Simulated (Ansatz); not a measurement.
Consider the atomization: `[S+]#[Ge-]` → Ge• + S•.

Computed with Ansatz on PBE0-D4/def2-TZVP structures; ΔE is electronic, products minus reactants. CCSD(T)/CBS is the MP2 limit (def2-TZVPP, def2-QZVPP) plus CCSD(T) − MP2 in def2-TZVPP, frozen cores. This one scheme is used for every species, atoms too. Functionals use def2-TZVPP. B3LYP here is the variant with VWN-RPA as its local correlation; programs differ in this. No spin–orbit coupling; open shells (•) take unrestricted orbitals. Spin–orbit coupling would lower the free atoms: a little for S; clearly for Ge. Bonds to Ge are less sure, by a few kJ/mol each and by 10 to 20 or more in all where they break to atoms, as the def2 sets lack core-valence functions. Scalar relativity is left out up to krypton.

`[S+]#[Ge-]`:

Z-matrix (Å, degrees):
```
S
Ge 1 2.014
```

| level | ΔE (kJ/mol) |
| --- | --- |
| B2PLYP | 549.3 |
| B3LYP | 543.1 |
| r2SCAN0 | 531.2 |
| HF/CBS(def2) | 314.2 |

Q: What does CCSD(T)/CBS give? (An estimate is asked.)

A: The calculation gave: +566.3 kJ/mol. The listed levels differ from it by -17.0, -23.2, -35.1, -252.1 kJ/mol.

Largest T1 diagnostic among the species: 0.019.

At CCSD(T), def2-SVP lies −67.7 kJ/mol from the extrapolated value and def2-TZVPP −33.3 kJ/mol: correlation converges slowly with the basis, and small sets miss more of it in the bonded molecule than in its fragments. Leaving LDA and LC-ωPBE aside and taking each functional with its dispersion term where it has one, the values, not all of them listed here, spread over 71.9 kJ/mol, from BHLYP-D4 to PBE-D4. LDA lies +89.4 kJ/mol from PBE without D4, its usual overbinding.

For atomizations the MP2-based limit and the directly extrapolated one differ by several kJ/mol either way, and by 10 to 25 for some Ge, Se and Sn compounds, so smaller differences from it don't rank the levels.
